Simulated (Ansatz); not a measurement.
A run for Ansatz (a program for electronic structure): R-CCSD(T)/def2-TZVPPD on diiodomethane (SMILES ICI), atoms moved off the minimum. Elements past Kr take the def2 small-core potentials; no spin–orbit coupling. Files ending in .json are basis or fitting sets from the Basis Set Exchange. The run froze 19 orbitals, filled d shells among them.

Ansatz 0.2 input:
```yaml
crystal:
  periodic: [false, false, false]
  atoms:
    - {symbol: I, position_ang: [-1.70672224, -0.05477861, 0.03202782]}
    - {symbol: C, position_ang: [-0.01186311, -1.12469531, -0.07643654]}
    - {symbol: I, position_ang: [1.84299127, -0.12645536, -0.03878224]}
    - {symbol: H, position_ang: [0.08059617, -1.71881533, 0.92628240]}
    - {symbol: H, position_ang: [-0.05339003, -1.76760442, -0.78203784]}
basis:
  gaussian:
    orbitals: def2-TZVPPD.json
magnetization: {spin_polarized: false}
correlation: {method: ccsd_t, electrons: outside_noble_gas}
scf: {lower_state_search: off}
output: {forces: true}
```

The log:

```
WARN ansatz: RAYON_NUM_THREADS=6 ignored (pool sized by the plan → 6); use --threads N
Functional definition: HF
these checks for a lower state are left out or cut short: starts, cluster_reference, orbital_swaps, neighbouring_geometries, increment
integrals: 0.69 GiB planned
1463 factors; integrals over basis functions are off by at most 1.2e-3 eV
mean field: 0.84 GiB planned
mean field evaluation 1: about -17205.8971 eV, gradient 1.4e1 eV
mean field evaluation 2: about -17205.9324 eV, gradient 1.4e1 eV
mean field evaluation 4: about -17206.6109 eV, gradient 2.7e0 eV
mean field evaluation 8: about -17206.6273 eV, gradient 1.8e-1 eV
mean field -17206.62760068 eV, -632.3319012538 hartree, gradient 7.8e-6 eV, S^2 0.000000; 0 other end points of the search recorded, 0 dependent functions left out
19 core orbitals not correlated
reference -17206.62760068 eV, -632.3319012538 hartree; 10, 10 occupied and 160, 160 virtual orbitals, 1463 factors
densities: 4.04 GiB planned
second order -12.50923918 eV of doubles, -0.00000000 eV of singles
coupled cluster: 1.89 GiB planned
cycle   1  -13.01786695 eV  change   -5.1e-1 eV  update   8.6e-2
cycle   2  -13.36388924 eV  change   -3.5e-1 eV  update   2.5e-2
cycle   3  -13.42625752 eV  change   -6.2e-2 eV  update   1.0e-2
cycle   4  -13.42390877 eV  change    2.3e-3 eV  update   2.4e-3
cycle   5  -13.42393961 eV  change   -3.1e-5 eV  update   9.0e-4
cycle   6  -13.42391703 eV  change    2.3e-5 eV  update   2.8e-4
cycle   7  -13.42390554 eV  change    1.1e-5 eV  update   1.3e-4
cycle   8  -13.42391510 eV  change   -9.6e-6 eV  update   4.4e-5
cycle   9  -13.42391282 eV  change    2.3e-6 eV  update   1.9e-5
cycle  10  -13.42389975 eV  change    1.3e-5 eV  update   7.2e-6
cycle  11  -13.42390148 eV  change   -1.7e-6 eV  update   3.5e-6
perturbative correction -0.60150201 eV, -0.0221047912 hartree
the calculation of the forces begins
Total energy: -17220.65300417 eV, -632.8473253255 hartree
Atom 0 at    -1.706722    -0.054779     0.032028 Å, force    -1.959712     1.388893    -0.032511 eV/Å
Atom 1 at    -0.011863    -1.124695    -0.076437 Å, force     1.864985     1.303046     7.361781 eV/Å
Atom 2 at     1.842991    -0.126455    -0.038782 Å, force     0.591764     0.479250    -0.342612 eV/Å
Atom 3 at     0.080596    -1.718815     0.926282 Å, force    -0.413726     0.945640    -1.911248 eV/Å
Atom 4 at    -0.053390    -1.767604    -0.782038 Å, force    -0.083312    -4.116829    -5.075410 eV/Å
Dipole moment:    -0.037011    -0.219768     0.019404 e Å
Checks for a lower state left out: starts, cluster_reference, orbital_swaps, neighbouring_geometries, increment
```

The calculation finished and met its thresholds.

Cost: very roughly 9 core-minutes.
